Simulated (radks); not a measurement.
The numbers below are computed, except where a source is named.
Question: Orbital eigenvalues (eV) of the dysprosium ion Dy63+, [He] 2s1, of relativity; Dirac values are averaged over j with weights 2j + 1. Spin-unpolarised spherical Kohn-Sham, PBEsol, point nucleus unless stated (finite: rms radius 5.2218 fm), a radial shooting solver on a logarithmic mesh with Libxc functionals. A level marked "c x" has the speed of light scaled by that factor.

shell       non-rel.
1s            -57349
2s            -13979
2p (empty)    -13855
3s (empty)   -6142.9

Give the values at the level "Dirac, c x 1.25".

Answer: 
shell       Dirac, c x 1.25  change of magnitude (%)
1s                   -59612                    +3.95
2s                   -14668                    +4.93
2p (empty)           -14155                    +2.17
3s (empty)          -6381.7                    +3.89
